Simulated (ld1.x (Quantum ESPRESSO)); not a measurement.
# Which change was made? (H, TM semilocal)

- Element: hydrogen
- Generator: ld1.x (Quantum ESPRESSO) 7.5
- Type: norm-conserving Troullier–Martins (semilocal form)
- Functional: Wu–Cohen
- Relativity: scalar-relativistic
- Frozen core: none
- Valence charge: 1
- Reference configuration: 1s1
- Partial waves: 1s (bound): rc 1.00 bohr
- Local potential: the s channel
- Core correction: none

Cutoffs, loose and tight: the cutoffs (Ry, on a coarse ladder) from which the occupation-weighted sum of valence levels, in a spherical-Bessel basis at the reference potential, stays within 10 and 1 mRy of its value at 400 Ry. They do not see the model core or the augmentation charge, which bear on the density cutoff. Test errors are all-electron minus pseudo excitation energies from the reference, over the configurations 1s0.5; variants that change the core or the reference have their own tests.

The base gives: outcome: generated; cutoff, loose: 25 Ry; cutoff, tight: 50 Ry; bound ghosts: none.

Q: After one change the result is: outcome: generated; cutoff, loose: 30 Ry; cutoff, tight: 60 Ry; bound ghosts: none. Which change was it?
A. wave 1s (bound): rc 1.00 bohr becomes 1s (bound): rc 0.84 bohr
B. wave 1s (bound): rc 1.00 bohr becomes 1s (bound): rc 1.16 bohr
C. wave 1s (bound): rc 1.00 bohr becomes 1s (bound): rc 0.74 bohr

A: A. The others give: wave 1s (bound): rc 1.00 bohr becomes 1s (bound): rc 1.16 bohr → outcome: generated; cutoff, loose: 21 Ry; cutoff, tight: 40 Ry; bound ghosts: none | wave 1s (bound): rc 1.00 bohr becomes 1s (bound): rc 0.74 bohr → outcome: generated; cutoff, loose: 35 Ry; cutoff, tight: 70 Ry; bound ghosts: none.
